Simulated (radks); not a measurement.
Results of a calculation; reference values are marked as such.
Effect of the nuclear size on neutral erbium, [Xe] 4f12 6s2. Level of theory: Dirac Kohn-Sham, BLYP, spin-unpolarised, spherical densities, finite nucleus; open shells are shared between the two j in proportion to 2j + 1; Fermi nuclear charge, rms radius 5.2516 fm (a radial shooting solver on a logarithmic mesh with Libxc functionals). The rms radius is varied about that value; shifts are against it.

rms radius (fm)  total energy shift (eV)  density at nucleus (e/bohr^3)  1s1/2 shift (meV)  2s1/2 shift (meV)  5s1/2 shift (meV)  5p1/2 shift (meV)  6s1/2 shift (meV)  4f7/2 shift (meV)  6p1/2 (empty) shift (meV)
4.5111                             -8.45                      9.124e+05              -3460               -462              -3.50              0.356             -0.138              0.612                      0.106
4.9155                             -3.95                        8.9e+05              -1620               -216              -1.64              0.166             -0.065              0.286                      0.050
5.2516                                 0                      8.731e+05              0.000              0.000              0.000              0.000              0.000              0.000                      0.000
5.677                               5.26                      8.536e+05               2160                288               2.18             -0.221              0.086             -0.381                     -0.066
6.4752                              15.9                      8.216e+05               6520                870               6.59             -0.669              0.260              -1.15                     -0.200

Slopes of the eigenvalues against <r^2> in GHz/fm^2, as finite differences over the two radii next to the reference (eigenvalue slopes, not the field-shift constants of lines): 1s1/2 113000, 2s1/2 15100, 5s1/2 114, 5p1/2 -11.6, 6s1/2 4.52, 4f7/2 -20.0, 6p1/2 (empty) -3.48.
